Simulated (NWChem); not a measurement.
**H₅BN₂ in NWChem**

SMILES: NBN
```xyz
8

B      0.0000     0.0000     0.4932
H      0.0000     0.0000     1.7068
N      1.2431     0.0000    -0.1759
H      2.1178     0.0000     0.3260
H      1.3522     0.0000    -1.1808
N     -1.2431     0.0000    -0.1759
H     -1.3522     0.0000    -1.1808
H     -2.1178     0.0000     0.3260
```
Charge 0, spin multiplicity 1.

The numbers come from NWChem runs, not from measurements. All single points use one geometry, from PBE0/def2-SVP, a minimum by its harmonic frequencies. It is one conformer; others weren't searched.

Symmetry labels belong to the abelian group C2v used in the runs, with the axes of the coordinates shown.

The structure started from a generated list of species.

List the lowest 4 singlet excitations that TD-PBE/def2-SVP gives, with oscillator strengths.


```json
[
 {"state": "1", "symmetry": "a2", "energy (eV)": "6.34", "wavelength (nm)": "195", "f": "0.000"},
 {"state": "2", "symmetry": "b2", "energy (eV)": "7.01", "wavelength (nm)": "177", "f": "0.008"},
 {"state": "3", "symmetry": "a2", "energy (eV)": "7.50", "wavelength (nm)": "165", "f": "0.000"},
 {"state": "4", "symmetry": "b1", "energy (eV)": "8.02", "wavelength (nm)": "155", "f": "0.235"}
]
```
